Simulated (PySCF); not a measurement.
Isomers of C7H12O3, mass 144.079 u with the commonest isotopes. Method: PBE0/pcSseg-1 in PySCF (dipole) on a GFN2-xTB geometry, gas phase. One conformer each, none proved a minimum here; rigid rotors.

Question: Order these by radius of gyration √(Σ m r²/M), smallest first.
A. `[CH3:1]/[CH:2]=[C:3](\[CH2:4][CH2:5][O:6][CH3:7])[C:8](=[O:9])[OH:10]` with C2–C3–C4–C5 -92°, C3–C4–C5–O6 71°, C4–C5–O6–C7 -175°, C2–C3–C8–O9 177°, C3–C8–O10–H 180°
B. `[O:1]=[C:2]([OH:3])[C@H:4]1[CH2:5][CH2:6][CH2:7][O:8][CH2:9][CH2:10]1` with O1–C2–O3–H 1°, O1–C2–C4–C5 -95°, C2–C4–C5–C6 159°, C4–C5–C6–C7 -84°, C5–C6–C7–O8 75°, C6–C7–O8–C9 -62°
C. `[CH3:1][C:2]([CH3:3])([CH2:4][OH:5])[C@@H:6]1[CH2:7][C:8](=[O:9])[O:10]1` with C1–C2–C4–O5 -59°, C2–C4–O5–H 177°, C1–C2–C6–C7 49°

Answer: C (2.174 Å), B (2.202 Å), A (2.354 Å).

Question: Order these by rotational constant A, smallest first.
A. `[CH3:1][C:2]([CH3:3])([CH2:4][OH:5])[C@@H:6]1[CH2:7][C:8](=[O:9])[O:10]1` with C1–C2–C4–O5 -59°, C2–C4–O5–H 177°, C1–C2–C6–C7 49°
B. `[CH3:1]/[CH:2]=[C:3](\[CH2:4][CH2:5][O:6][CH3:7])[C:8](=[O:9])[OH:10]` with C2–C3–C4–C5 -92°, C3–C4–C5–O6 71°, C4–C5–O6–C7 -175°, C2–C3–C8–O9 177°, C3–C8–O10–H 180°
C. `[O:1]=[C:2]([OH:3])[C@H:4]1[CH2:5][CH2:6][CH2:7][O:8][CH2:9][CH2:10]1` with O1–C2–O3–H 1°, O1–C2–C4–C5 -95°, C2–C4–C5–C6 159°, C4–C5–C6–C7 -84°, C5–C6–C7–O8 75°, C6–C7–O8–C9 -62°

Answer: B (1755 MHz), A (2202 MHz), C (2479 MHz).

Question: Order these by dipole moment, largest first.
A. `[CH3:1]/[CH:2]=[C:3](\[CH2:4][CH2:5][O:6][CH3:7])[C:8](=[O:9])[OH:10]` with C2–C3–C4–C5 -92°, C3–C4–C5–O6 71°, C4–C5–O6–C7 -175°, C2–C3–C8–O9 177°, C3–C8–O10–H 180°
B. `[CH3:1][C:2]([CH3:3])([CH2:4][OH:5])[C@@H:6]1[CH2:7][C:8](=[O:9])[O:10]1` with C1–C2–C4–O5 -59°, C2–C4–O5–H 177°, C1–C2–C6–C7 49°
C. `[O:1]=[C:2]([OH:3])[C@H:4]1[CH2:5][CH2:6][CH2:7][O:8][CH2:9][CH2:10]1` with O1–C2–O3–H 1°, O1–C2–C4–C5 -95°, C2–C4–C5–C6 159°, C4–C5–C6–C7 -84°, C5–C6–C7–O8 75°, C6–C7–O8–C9 -62°

Answer: B (5.97 D), C (2.41 D), A (1.55 D).

```csv
SMILES,point group,Ia (u·Å²),Ib (u·Å²),Ic (u·Å²),κ,μa (D),μb (D),μc (D)
C/C=C(\CCOC)C(=O)O,C1,288.03,577.64,730.60,-0.66,0.94,0.96,0.77
CC(C)(CO)[C@@H]1CC(=O)O1,C1,229.47,516.67,615.43,-0.77,5.64,1.16,1.58
O=C(O)[C@H]1CCCOCC1,C1,203.84,544.80,649.19,-0.82,1.08,2.10,0.45
```
